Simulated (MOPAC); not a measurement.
Job for MOPAC: PM7 on HCl-, 2S+1 = 2, a spin state set in the input, which need not be the lowest, a point of a bond scan (R = 1.965 Å). Charge -1.

```
PM7 1SCF PRECISE CHARGE=-1 UHF MS=0.5 THREADS=1
ClH

H      0.00000000 1     0.00000000 1     0.00000000 1
Cl     0.00000000 1     0.00000000 1     1.96536800 1
```

The log:

```
*******************************************************************************
 **                                                                           **
 **                              MOPAC v23.2.5                                **
 **                                                                           **
 *******************************************************************************
 ** MOPAC's Digital Object Identifier: https://doi.org/10.5281/zenodo.6511958 **
 **                                                                           **
 ** Please cite the open-source release paper for use of this MOPAC version:  **
 ** J. E. Moussa and J. J. P. Stewart (2026)                                  **
 ** MOPAC: An open-source semiempirical molecular orbital program             **
 ** J. Open Source Softw., 11(119), 8025, https://doi.org/10.21105/joss.08025 **
 *******************************************************************************

                              PM7 CALCULATION RESULTS

 *******************************************************************************
 *  PM7        - The PM7 Hamiltonian to be used
 *  UHF        - UNRESTRICTED HARTREE-FOCK CALCULATION
 *
 *
 *
 *                 CHARGE ON SYSTEM = -1
 *
 *
 *
 *  MS=        - IN MECI, MAGNETIC COMPONENT OF SPIN =  0.5
 *  PRECISE    - TIGHTER CRITERIA TO BE USED
 *  1SCF       - DO 1 SCF AND THEN STOP
 *  THREADS=1  - MULTI-THREADING NOT USED
 *  T=         - A TIME OF 172800.0 SECONDS REQUESTED
 *  DUMP=N     - RESTART FILE WRITTEN EVERY 7200.0 SECONDS REQUESTED
 *******************************************************************************
PM7 1SCF PRECISE CHARGE=-1 UHF MS=0.5 THREADS=1
 ClH

   ATOM   CHEMICAL          X               Y               Z
  NUMBER   SYMBOL      (ANGSTROMS)     (ANGSTROMS)     (ANGSTROMS)

     1       H          0.00000000  *   0.00000000  *   0.00000000  *
     2      Cl          0.00000000  *   0.00000000  *   1.96536800  *



          CARTESIAN COORDINATES

    NO.       ATOM           X           Y           Z

     1         H          0.0000      0.0000      0.0000
     2        Cl          0.0000      0.0000      1.9654

 General Reference for PM7:
 "Optimization of Parameters for Semiempirical Methods VI: More Modifications to the
 NDDO Approximations and Re-optimization of Parameters", J. J. P. Stewart, J. Mol. Mod., 1:32, 19 (2013)
 https://link.springer.com/article/10.1007/s00894-012-1667-x

           Empirical Formula: H Cl  =     2 atoms



      MOLECULAR POINT GROUP   :   C*v


          UHF CALCULATION, NO. OF ALPHA ELECTRONS =    5
                           NO. OF BETA  ELECTRONS =    4

 -------------------------------------------------------------------------------
 PM7 1SCF PRECISE CHARGE=-1 UHF MS=0.5 THREADS=1
 ClH



     1SCF WAS SPECIFIED, SO BFGS WAS NOT USED
     SCF FIELD WAS ACHIEVED


                              PM7 CALCULATION
                                                       MOPAC v23.2.5 Linux




          FINAL HEAT OF FORMATION =         -6.43088 KCAL/MOL =     -26.90679 KJ/MOL


          COSMO AREA              =         59.86 SQUARE ANGSTROMS
          COSMO VOLUME            =         41.70 CUBIC ANGSTROMS

          IONIZATION POTENTIAL    =          2.451148 EV
          ALPHA SOMO LUMO (EV)    =         -2.451 84.347
          BETA  SOMO LUMO (EV)    =         -3.944  9.691
          NO. OF ALPHA ELECTRONS  =          5
          NO. OF BETA  ELECTRONS  =          4
          MOLECULAR WEIGHT        =         36.4609         POINT GROUP:  C*v

          MOLECULAR DIMENSIONS (Angstroms)

            Atom       Atom       Distance
           Cl     2    H     1     1.96537
           Cl     2    H     1     0.00000
            H     1   Cl     2     0.00000


          SCF CALCULATIONS        =          1





   ATOM   CHEMICAL          X               Y               Z
  NUMBER   SYMBOL      (ANGSTROMS)     (ANGSTROMS)     (ANGSTROMS)

     1       H          0.00000000  *   0.00000000  *   0.00000000  *
     2      Cl          0.00000000  *   0.00000000  *   1.96536800  *

                             CARTESIAN COORDINATES

   1    H        0.000000000     0.000000000     0.000000000
   2   Cl        0.000000000     0.000000000     1.965368000


           Empirical Formula: H Cl  =     2 atoms



      MOLECULAR POINT GROUP   :   C*v


          ALPHA EIGENVALUES
 -18.33863  -5.95321  -3.97250  -3.97250  -2.45115  84.34679  84.34679  84.42575
  84.42575  84.46778


           BETA EIGENVALUES
 -18.02338  -4.31080  -3.94399  -3.94399   9.69088  84.35529  84.35529  84.47073
  84.47073  84.54452


              NET ATOMIC CHARGES AND DIPOLE CONTRIBUTIONS

  ATOM NO.   TYPE          CHARGE      No. of ELECS.   s-Pop       p-Pop       d-Pop
    1          H          -0.065655        1.0657     1.06566
    2         Cl          -0.934345        7.9343     1.99734     5.93667     0.00034
 DIPOLE           X         Y         Z       TOTAL
 POINT-CHG.     0.000     0.000     0.359     0.359
 HYBRID        -0.000     0.000    -0.052     0.052
 SUM           -0.000     0.000     0.307     0.307


          ATOMIC ORBITAL ELECTRON POPULATIONS

     Atom    s        px        py        pz      x^2-y^2     xz        z^2       yz        xy
    1  H   1.06566
    2 Cl   1.99734   2.00000   2.00000   1.93667   0.00000   0.00000   0.00033   0.00000   0.00000


                    (SZ)    =    0.500000
                    (S**2)  =    0.750003


          ATOMIC ORBITAL SPIN POPULATIONS

    Atom   Total    s     px     py     pz   x^2-y^2  xz     z^2    yz     xy
         Atomic
    1  H  0.9337  0.934
    2 Cl  0.0663  0.003  0.000  0.000  0.063  0.000 -0.000  0.000 -0.000  0.000

 **********************
 *                    *
 * JOB ENDED NORMALLY *
 *                    *
 **********************




 == MOPAC DONE ==
```

The run finished.

Cost: about 0.020 core-seconds (a rough figure).
